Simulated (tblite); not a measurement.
A geometry optimisation, step by step.

Compound: C3H14AsNSi2.
SMILES with atom numbers: `[CH3:1][N:2]([CH3:3])[SiH2:4][SiH2:5][CH2:6][AsH2:7]` (hydrogens: H8, H9, H10 on C1; H11, H12, H13 on C3; H14, H15 on Si4; H16, H17 on Si5; H18, H19 on C6; H20, H21 on As7)

Computed with GFN2-xTB (tblite), gas phase: L-BFGS steps from a force-field or distance-geometry start until the largest atomic force falls under 0.01 eV/Å. 9 of its 222 geometries are shown.

Step 0: E = -606.3130 eV, largest atomic force 1.693 eV/Å
```
atom  x, y, z in Å  |  force x, y, z in eV/Å
C1     -2.124   -0.594   -1.773   -0.454   0.407  -0.312
N2     -1.324   -0.022   -0.698    0.070  -1.412   0.931
C3     -2.167    0.688    0.266   -0.373   0.483  -0.215
Si4    -0.451   -1.356    0.156   -0.484   0.378  -0.792
Si5     1.102   -0.514    1.535   -0.180   0.144   0.641
C6      2.163    0.701    0.585    0.419   0.713   0.242
As7     3.171   -0.237   -0.826    0.557   0.264   0.314
H8     -1.476   -1.105   -2.505   -0.265   0.204   0.472
H9     -2.886   -1.311   -1.382    0.364   0.378  -0.360
H10    -2.661    0.222   -2.313    0.280  -0.468   0.352
H11    -2.934    0.014    0.723    0.404   0.478  -0.212
H12    -2.710    1.517   -0.252    0.351  -0.578   0.259
H13    -1.564    1.153    1.074   -0.243  -0.455  -0.544
H14     0.227   -2.219   -0.828   -0.312   0.051  -0.126
H15    -1.407   -2.166    0.938   -0.035  -0.112  -0.187
H16     0.434    0.193    2.645    0.240   0.001   0.176
H17     1.939   -1.591    2.071    0.068   0.024   0.130
H18     2.879    1.178    1.289   -0.368  -0.031  -0.502
H19     1.522    1.480    0.134    0.355  -0.265   0.173
H20     4.107    0.994   -1.058   -0.133  -0.567   0.117
H21     4.149   -0.873    0.217   -0.263   0.363  -0.558
```

Step 28: E = -606.7829 eV, largest atomic force 0.098 eV/Å
```
atom  x, y, z in Å  |  force x, y, z in eV/Å
C1     -2.197   -0.608   -1.775    0.005  -0.006   0.020
N2     -1.502   -0.300   -0.549    0.022   0.024  -0.018
C3     -2.194    0.677    0.256    0.010  -0.015  -0.001
Si4    -0.471   -1.472    0.193   -0.062  -0.072  -0.022
Si5     1.070   -0.460    1.581   -0.057  -0.045  -0.063
C6      2.179    0.750    0.622    0.047   0.012  -0.032
As7     3.161   -0.177   -0.821    0.058   0.001  -0.042
H8     -1.524   -1.134   -2.448   -0.013  -0.033   0.024
H9     -3.084   -1.233   -1.614   -0.008   0.019   0.030
H10    -2.519    0.318   -2.259    0.027  -0.007  -0.003
H11    -3.088    0.266    0.740   -0.010  -0.010  -0.023
H12    -2.509    1.516   -0.370    0.029   0.016   0.006
H13    -1.529    1.054    1.031    0.003  -0.029   0.021
H14     0.137   -2.163   -0.958   -0.002   0.035   0.009
H15    -1.217   -2.525    0.932    0.019   0.033  -0.035
H16     0.554    0.286    2.741   -0.045   0.024   0.069
H17     1.958   -1.491    2.143    0.018  -0.021   0.044
H18     2.885    1.234    1.294    0.018   0.078   0.017
H19     1.567    1.528    0.160   -0.001   0.028   0.008
H20     4.177    0.931   -1.015   -0.031  -0.011   0.004
H21     4.135   -0.845    0.114   -0.027  -0.020  -0.014
```

Step 55: E = -606.8121 eV, largest atomic force 0.030 eV/Å
```
atom  x, y, z in Å  |  force x, y, z in eV/Å
C1     -2.220   -0.627   -1.739   -0.006  -0.005  -0.012
N2     -1.492   -0.341   -0.530    0.000  -0.007  -0.006
C3     -2.151    0.664    0.265    0.005  -0.002   0.000
Si4    -0.430   -1.510    0.164   -0.011  -0.007  -0.001
Si5     1.055   -0.440    1.572    0.003  -0.004   0.003
C6      2.163    0.782    0.618    0.000   0.002  -0.005
As7     3.125   -0.115   -0.863   -0.027   0.012   0.005
H8     -1.662   -1.339   -2.341    0.000  -0.005  -0.009
H9     -3.210   -1.050   -1.531   -0.002   0.001   0.004
H10    -2.357    0.291   -2.317    0.001   0.001   0.006
H11    -3.152    0.339    0.580    0.008   0.007  -0.007
H12    -2.265    1.584   -0.318    0.002  -0.011   0.008
H13    -1.567    0.882    1.155    0.006   0.008  -0.006
H14     0.214   -2.115   -1.016   -0.002   0.009   0.014
H15    -1.132   -2.623    0.851    0.010   0.009  -0.003
H16     0.472    0.322    2.696   -0.001  -0.003   0.008
H17     1.951   -1.421    2.211    0.004  -0.012   0.003
H18     2.873    1.267    1.290   -0.006   0.000  -0.013
H19     1.541    1.566    0.177    0.015   0.008   0.004
H20     4.206    0.939   -0.965    0.003   0.003   0.002
H21     4.030   -0.905    0.042    0.000  -0.005   0.005
```

Step 83: E = -606.8158 eV, largest atomic force 0.049 eV/Å
```
atom  x, y, z in Å  |  force x, y, z in eV/Å
C1     -2.222   -0.665   -1.734   -0.019   0.003  -0.005
N2     -1.470   -0.353   -0.546    0.014   0.006  -0.014
C3     -2.088    0.696    0.224   -0.007  -0.001  -0.010
Si4    -0.413   -1.516    0.162   -0.001  -0.019   0.005
Si5     1.058   -0.451    1.589   -0.006  -0.010   0.017
C6      2.135    0.824    0.668   -0.013  -0.006  -0.003
As7     3.011   -0.035   -0.884    0.032   0.036   0.008
H8     -1.690   -1.409   -2.321   -0.010   0.024   0.018
H9     -3.218   -1.058   -1.495    0.000  -0.013   0.007
H10    -2.352    0.237   -2.339    0.014  -0.002  -0.008
H11    -3.087    0.408    0.575   -0.002  -0.009   0.010
H12    -2.199    1.594   -0.392    0.017   0.005  -0.003
H13    -1.474    0.937    1.089   -0.008   0.003  -0.014
H14     0.238   -2.128   -1.011    0.008   0.002   0.007
H15    -1.115   -2.628    0.847   -0.005   0.000   0.007
H16     0.474    0.246    2.752   -0.004   0.001   0.009
H17     1.987   -1.441    2.166   -0.005  -0.001   0.014
H18     2.875    1.267    1.336   -0.001  -0.025  -0.018
H19     1.508    1.637    0.292    0.004  -0.005  -0.005
H20     4.169    0.939   -0.934   -0.001  -0.004  -0.006
H21     3.863   -0.950   -0.047   -0.006   0.012  -0.018
```

Step 110: E = -606.8208 eV, largest atomic force 0.031 eV/Å
```
atom  x, y, z in Å  |  force x, y, z in eV/Å
C1     -2.222   -0.718   -1.717    0.009   0.000   0.007
N2     -1.424   -0.367   -0.569   -0.005  -0.002  -0.010
C3     -1.986    0.747    0.153    0.009  -0.005  -0.012
Si4    -0.402   -1.540    0.174   -0.010   0.021  -0.001
Si5     1.054   -0.490    1.627   -0.011   0.003  -0.010
C6      2.097    0.839    0.744   -0.002  -0.005   0.002
As7     2.870    0.140   -0.940   -0.020   0.018  -0.016
H8     -1.727   -1.507   -2.276   -0.006  -0.009   0.006
H9     -3.220   -1.068   -1.427    0.008  -0.010   0.002
H10    -2.344    0.151   -2.369    0.015   0.013   0.013
H11    -2.982    0.514    0.550   -0.001   0.002   0.001
H12    -2.082    1.608   -0.515   -0.006   0.012  -0.009
H13    -1.340    1.023    0.984    0.002  -0.019   0.004
H14     0.275   -2.169   -0.975   -0.008  -0.008   0.000
H15    -1.140   -2.633    0.852    0.001   0.000   0.002
H16     0.456    0.162    2.811    0.006  -0.010  -0.005
H17     2.003   -1.478    2.171   -0.001   0.004   0.006
H18     2.884    1.210    1.401    0.011  -0.011   0.007
H19     1.466    1.693    0.482    0.000   0.007   0.004
H20     4.113    1.000   -0.879   -0.006  -0.004  -0.011
H21     3.644   -0.967   -0.280    0.017   0.001   0.020
```

Step 138: E = -606.8266 eV, largest atomic force 0.038 eV/Å
```
atom  x, y, z in Å  |  force x, y, z in eV/Å
C1     -2.201   -0.778   -1.708    0.027   0.004   0.002
N2     -1.361   -0.395   -0.602   -0.011   0.001   0.006
C3     -1.842    0.801    0.042    0.001  -0.014  -0.008
Si4    -0.418   -1.582    0.218    0.006   0.032   0.008
Si5     1.038   -0.547    1.680   -0.019   0.006  -0.007
C6      2.087    0.825    0.871   -0.005  -0.010  -0.005
As7     2.611    0.327   -0.971   -0.007   0.028  -0.025
H8     -1.761   -1.626   -2.224    0.005  -0.021   0.005
H9     -3.210   -1.056   -1.377    0.014   0.005  -0.004
H10    -2.288    0.053   -2.412   -0.012   0.019  -0.018
H11    -2.857    0.666    0.439    0.002   0.016   0.012
H12    -1.871    1.623   -0.681    0.004   0.006   0.010
H13    -1.184    1.079    0.863   -0.014  -0.004  -0.013
H14     0.249   -2.300   -0.883   -0.004  -0.013  -0.005
H15    -1.232   -2.599    0.926    0.000  -0.017   0.004
H16     0.416    0.048    2.881    0.016  -0.002   0.009
H17     1.998   -1.540    2.190    0.006  -0.030   0.017
H18     2.972    1.027    1.475    0.013   0.013   0.009
H19     1.518    1.756    0.813   -0.013  -0.004  -0.008
H20     3.849    1.198   -0.992   -0.009   0.006  -0.011
H21     3.478   -0.826   -0.549    0.001  -0.021   0.021
```

Step 166: E = -606.8348 eV, largest atomic force 0.060 eV/Å
```
atom  x, y, z in Å  |  force x, y, z in eV/Å
C1     -2.084   -0.822   -1.716   -0.013  -0.016   0.003
N2     -1.244   -0.431   -0.612   -0.015   0.010   0.005
C3     -1.620    0.861   -0.093   -0.002  -0.011   0.004
Si4    -0.466   -1.642    0.342   -0.052  -0.007  -0.011
Si5     1.052   -0.663    1.776   -0.030  -0.008   0.015
C6      2.015    0.777    0.982    0.037  -0.011  -0.025
As7     2.151    0.567   -0.983    0.046   0.019   0.003
H8     -1.740   -1.769   -2.122    0.013  -0.010   0.006
H9     -3.128   -0.940   -1.399   -0.016   0.001  -0.038
H10    -2.049   -0.069   -2.509    0.017   0.014   0.056
H11    -2.666    0.878    0.243    0.030  -0.017  -0.005
H12    -1.507    1.621   -0.875    0.015  -0.022   0.024
H13    -0.985    1.126    0.750   -0.007   0.005  -0.013
H14     0.137   -2.506   -0.689    0.008  -0.022   0.023
H15    -1.389   -2.525    1.101   -0.005   0.037  -0.037
H16     0.498   -0.148    3.043   -0.026   0.007   0.013
H17     2.034   -1.679    2.192    0.024   0.007  -0.024
H18     3.010    0.843    1.420    0.042   0.037   0.004
H19     1.518    1.732    1.173   -0.026  -0.023   0.017
H20     3.325    1.517   -1.111    0.002  -0.007  -0.027
H21     3.130   -0.576   -0.915   -0.041   0.018   0.006
```

Step 193: E = -606.8541 eV, largest atomic force 0.082 eV/Å
```
atom  x, y, z in Å  |  force x, y, z in eV/Å
C1     -1.958   -0.831   -1.746   -0.018   0.010  -0.014
N2     -1.166   -0.468   -0.599    0.009   0.004  -0.011
C3     -1.498    0.852   -0.124   -0.003   0.024   0.010
Si4    -0.532   -1.687    0.448    0.014  -0.014   0.002
Si5     1.093   -0.726    1.774    0.005  -0.021   0.034
C6      1.941    0.804    1.008    0.028   0.027   0.034
As7     1.882    0.787   -0.970   -0.027  -0.007  -0.025
H8     -1.665   -1.815   -2.100    0.037  -0.024  -0.014
H9     -3.028   -0.856   -1.509   -0.026   0.008   0.006
H10    -1.803   -0.106   -2.550    0.008   0.012  -0.006
H11    -2.558    0.934    0.148    0.017  -0.018  -0.001
H12    -1.291    1.598   -0.902   -0.004  -0.058   0.000
H13    -0.898    1.095    0.752   -0.042   0.009   0.013
H14     0.003   -2.699   -0.483   -0.070   0.034   0.026
H15    -1.563   -2.389    1.254    0.017   0.010  -0.033
H16     0.616   -0.311    3.109    0.016  -0.014  -0.010
H17     2.154   -1.717    2.026    0.006   0.002   0.015
H18     2.976    0.866    1.348   -0.002   0.002  -0.001
H19     1.442    1.715    1.349    0.010   0.028  -0.007
H20     3.160    1.583   -1.146    0.006  -0.019   0.012
H21     2.684   -0.476   -1.088    0.020   0.005  -0.031
```

Step 221: E = -606.8724 eV, largest atomic force 0.009 eV/Å
```
atom  x, y, z in Å  |  force x, y, z in eV/Å
C1     -1.688   -0.790   -1.815    0.005   0.002   0.007
N2     -1.115   -0.450   -0.536    0.005   0.001   0.004
C3     -1.591    0.828   -0.067    0.002  -0.002  -0.002
Si4    -0.648   -1.655    0.618    0.001  -0.006   0.002
Si5     1.187   -0.808    1.747   -0.006   0.000   0.000
C6      1.891    0.788    0.970    0.002  -0.002   0.002
As7     1.714    0.828   -1.005   -0.003   0.000   0.000
H8     -1.314   -1.756   -2.140    0.005   0.004   0.001
H9     -2.784   -0.834   -1.774    0.000   0.001  -0.001
H10    -1.401   -0.034   -2.553   -0.005   0.002  -0.002
H11    -2.682    0.835    0.052    0.000  -0.001  -0.002
H12    -1.321    1.612   -0.785   -0.002   0.001   0.000
H13    -1.140    1.065    0.895   -0.003   0.001   0.000
H14    -0.354   -2.832   -0.210    0.002   0.001   0.000
H15    -1.756   -2.069    1.508    0.001  -0.001  -0.003
H16     0.921   -0.509    3.169    0.000   0.004  -0.003
H17     2.284   -1.793    1.762   -0.002  -0.002   0.001
H18     2.939    0.904    1.248    0.003   0.000   0.000
H19     1.362    1.661    1.363    0.000   0.003   0.001
H20     3.001    1.600   -1.224   -0.001   0.000  -0.003
H21     2.487   -0.441   -1.224   -0.004  -0.005   0.000
```

Question: Summarise the path.

Answer: The energy falls by 0.5594 eV from step 0 to step 221; nine tenths of that is first reached at step 86. It rises by more than 0.2 meV at steps 162 and 167. The largest force goes from 1.693 to 0.009 eV/Å. Among the bonds N2–Si4 changes most, from 1.808 to 1.732 Å; the atoms move by 1.032 Å rms after alignment.

Question: Follow the three bonds and two angles with the largest change from start to end.

Answer: 
| step | E above end (eV) | largest force (eV/Å) | N2–Si4 (Å) | Si4–Si5 (Å) | As7–H21 (Å) | C1–N2–Si4 (°) | C3–N2–Si4 (°) |
| --- | --- | --- | --- | --- | --- | --- | --- |
| 0 | 0.5594 | 1.693 | 1.808 | 2.241 | 1.566 | 108.9 | 108.9 |
| 10 | 0.1646 | 0.242 | 1.736 | 2.316 | 1.507 | 115.7 | 115.6 |
| 19 | 0.1092 | 0.166 | 1.733 | 2.318 | 1.511 | 119.0 | 118.2 |
| 29 | 0.0880 | 0.104 | 1.728 | 2.308 | 1.503 | 120.5 | 120.7 |
| 38 | 0.0718 | 0.077 | 1.724 | 2.305 | 1.504 | 120.5 | 121.7 |
| 48 | 0.0612 | 0.048 | 1.724 | 2.307 | 1.503 | 120.9 | 122.3 |
| 58 | 0.0600 | 0.018 | 1.725 | 2.310 | 1.504 | 121.1 | 122.0 |
| 67 | 0.0595 | 0.030 | 1.724 | 2.310 | 1.503 | 121.5 | 122.0 |
| 77 | 0.0582 | 0.048 | 1.725 | 2.310 | 1.504 | 121.3 | 121.9 |
| 86 | 0.0558 | 0.044 | 1.723 | 2.309 | 1.504 | 120.8 | 122.6 |
| 96 | 0.0534 | 0.037 | 1.724 | 2.309 | 1.505 | 120.3 | 122.7 |
| 106 | 0.0519 | 0.024 | 1.724 | 2.308 | 1.506 | 120.4 | 122.7 |
| 115 | 0.0498 | 0.037 | 1.723 | 2.306 | 1.506 | 120.4 | 122.4 |
| 125 | 0.0479 | 0.034 | 1.723 | 2.308 | 1.505 | 120.1 | 122.4 |
| 135 | 0.0464 | 0.046 | 1.723 | 2.307 | 1.506 | 120.3 | 122.7 |
| 144 | 0.0443 | 0.033 | 1.723 | 2.308 | 1.505 | 120.0 | 123.2 |
| 154 | 0.0430 | 0.026 | 1.723 | 2.308 | 1.504 | 119.8 | 123.5 |
| 163 | 0.0407 | 0.137 | 1.729 | 2.305 | 1.512 | 119.7 | 123.1 |
| 173 | 0.0312 | 0.085 | 1.727 | 2.309 | 1.505 | 120.1 | 122.9 |
| 183 | 0.0237 | 0.040 | 1.726 | 2.311 | 1.502 | 120.0 | 122.2 |
| 192 | 0.0192 | 0.086 | 1.727 | 2.309 | 1.501 | 120.5 | 122.0 |
| 202 | 0.0067 | 0.073 | 1.729 | 2.312 | 1.499 | 121.8 | 120.9 |
| 211 | 0.0012 | 0.045 | 1.732 | 2.317 | 1.504 | 122.2 | 119.9 |
| 221 | 0.0000 | 0.009 | 1.732 | 2.314 | 1.502 | 122.3 | 119.2 |

What follows is the cost of the whole relaxation. Hardware: an Intel Xeon at 2.50 GHz with one thread, shared host with 64 logical CPUs at a one-minute load of 63. Cost: 10 s wall, 7.6 s CPU.
